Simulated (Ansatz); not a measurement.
Geometry optimisation, RKS r2SCAN-D4/def2-SVP (Ansatz).

Input file:

```yaml
crystal:
  periodic: [false, false, false]
  atoms:
    - { symbol: Al, position_ang: [0.032884, -0.451591, -0.494616] }
    - { symbol: Cl, position_ang: [-0.023449, -0.092684, 2.907613] }
    - { symbol: F, position_ang: [1.442401, 0.35173, -0.792271] }
    - { symbol: F, position_ang: [-1.40627, 0.159495, -1.023947] }
    - { symbol: O, position_ang: [0.111798, -2.025779, 0.254735] }
    - { symbol: H, position_ang: [-0.664065, -2.602765, 0.237424] }
    - { symbol: H, position_ang: [0.196301, -1.276807, 2.325362] }
basis:
  gaussian: { orbitals: def2-SVP }
hamiltonian:
  xc: r2scan
  dispersion: d4
relax:
  f_tol: 0.03
  max_steps: 50
output:
  orbitals: {}
```

Command:

```bash
$ ansatz run input.yaml --threads 2 --pin off --max-ram 3072MiB --backend cpu --events-out ev --progress --plain --runs-dir out
```

Q: Where does it end, and by what steps?

A: The forces met the threshold. After 19 steps the energy has fallen by 1.556 eV; H7 moved furthest, 1.21 Å. Parted: Cl2–H7 (1.34 → 2.87 Å). Joined: Al1–Cl2 (3.42 → 2.11 Å), O5–H7 (2.20 → 0.97 Å).

| step | energy less start (eV) | largest force component (eV/Å) | accepted |
| --- | --- | --- | --- |
| 0 | 0.0000 | 0.951 | yes |
| 1 | -0.1329 | 0.424 | yes |
| 2 | -0.2497 | 0.307 | yes |
| 3 | -0.3505 | 0.634 | yes |
| 4 | -0.3896 | 0.621 | yes |
| 5 | -0.4614 | 0.814 | yes |
| 6 | -0.5471 | 2.416 | yes |
| 7 | -0.1647 | 9.479 | no |
| 8 | -0.8661 | 1.354 | yes |
| 9 | -1.0934 | 1.277 | yes |
| 10 | -1.3009 | 1.599 | yes |
| 11 | -1.4397 | 0.402 | yes |
| 12 | -1.5246 | 0.342 | yes |
| 13 | -1.5331 | 0.596 | yes |
| 14 | -1.5458 | 0.147 | yes |
| 15 | -1.5473 | 0.130 | yes |
| 16 | -1.5519 | 0.148 | yes |
| 17 | -1.5541 | 0.087 | yes |
| 18 | -1.5554 | 0.056 | yes |
| 19 | -1.5559 | 0.028 | yes |

```xyz
7
Properties=species:S:1:pos:R:3
Al 0.104 -0.077 0.212
Cl 0.039 0.613 2.208
F 1.500 0.185 -0.647
F -1.328 -0.111 -0.651
O 0.070 -1.990 0.585
H -0.715 -2.386 0.168
H 0.020 -2.173 1.539
```

Whether the end is a true minimum wasn't checked by a vibrational analysis.

Time of the run: 66 s on 2 threads of AMD EPYC 7R43 64-Core Processor (Zen 3), with other jobs on the host, peak memory 0.18 GiB.
